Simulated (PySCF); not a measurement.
# Correlation energy of Hf (hafnium, neutral)

[Xe] 4f14 5d2 6s1 6p1, one real determinant (an excited configuration). Calculation: PySCF 2.14, in x2c-TZVPPall with one added diffuse shell each of s, p, d, f type (12s8p8d4f1g, 113 functions); scalar relativity by spin-free X2C-1e. Frozen: [Kr] 4d10 4f14; 12 electrons correlated.

MP2 pair energies summed by pair of shells (mhartree):

```tsv
pair	energy	share (%)
5p-5p	-89.45	46.6
5p-5d	-40.33	21.0
5s-5p	-18.37	9.6
5p-6s	-13.32	6.9
5d-6s	-6.16	3.2
5d-6p	-5.10	2.7
5s-5s	-4.65	2.4
5p-6p	-4.57	2.4
5s-5d	-3.88	2.0
5d-5d	-3.41	1.8
6s-6p	-1.66	0.9
5s-6s	-0.77	0.4
5s-6p	-0.29	0.2
```

Total MP2 correlation energy: -191.94 mhartree.

Same-spin part -68.65 and opposite-spin part -123.29 mhartree; SCS-MP2 scales them by 1/3 and 6/5 to -170.83 mhartree.

The reference is one real determinant that mixes LS terms of this configuration.

This basis was not built for core-valence correlation, so the inner-shell part is incomplete.
